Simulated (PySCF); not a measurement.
InGa⁺: from constants to spectrum

UHF-CCSD(T) constants of InGa⁺, ²Σ⁺ (doublet), unpaired electrons σ ↑ (PySCF, scalar-relativistic core potentials, basis sets In cc-pVDZ-PP with ECP28, Ga cc-pVDZ-PP with ECP10; masses 114.9039 and 68.9256 u):

* ωe: 87.3 cm⁻¹
* ωexe: 0.273 cm⁻¹
* Be: 0.033764 cm⁻¹
* αe: 0.000163 cm⁻¹
* D (centrifugal): 2.02e-08 cm⁻¹
* De to In⁺ + Ga: 1.09 eV

(1) Give the vibrational terms G(v) and spacings up to v = 6.

(2) How well does the Morse estimate ωe²/(4ωexe) reproduce De, and what is D0?

Correlated steps freeze 8 core orbitals. Correlated levels converge slowly with the basis: in double zeta they bind strong bonds too weakly, by up to about 1 eV, and carry superposition errors of some tenths. Spin–orbit coupling is left out, which matters for elements this heavy, above all for dissociation energies. For an ion De counts to the pair picked by the measured ionisation energies or electron affinities, which need not be the lowest pair at this level. The state was picked by a PBE0 search and need not be the measured ground state.

Results:

(1) G(v) = ωe(v+½) − ωexe(v+½)².

```csv
v,G(v) (cm⁻¹),G(v) − G(v−1),Bv (cm⁻¹)
0,43.6,,0.03368
1,130.3,86.8,0.03352
2,216.5,86.2,0.03336
3,302.2,85.7,0.03319
4,387.3,85.1,0.03303
5,471.9,84.6,0.03287
6,555.9,84.0,0.03270
```

(2) It gives 0.87 eV, 79 % of the computed De. D0 = De − G(0) = 1.09 − 0.01 = 1.08 eV.
